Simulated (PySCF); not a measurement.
CCl₂F, SMILES F[C](Cl)Cl (connectivity only; charge and spin as stated), charge +1, multiplicity 1. Geometry optimised at B3LYP-D3(BJ)/def2-SVP. The multiplicity is an assumed one; other spin states were not compared. The isomer is the one that the SMILES or the coordinates give; other isomers of the formula were not compared.

TDA-CAM-B3LYP/def2-SVPD (PySCF) puts the lowest singlet excitations at 4.49, 5.59, 6.23, 7.23, 7.67, 8.27 eV.

Question: What are the lowest excitation roots from ADC(2)/aug-cc-pVDZ run with PySCF? (Estimate from the structure and the level; the computed values follow.)

Answer: 4.51, 5.52, 5.75, 6.99, 7.10, 8.25 eV. S1 differs by 0.02 eV (second minus first; roots are paired by order, and the bases may differ).
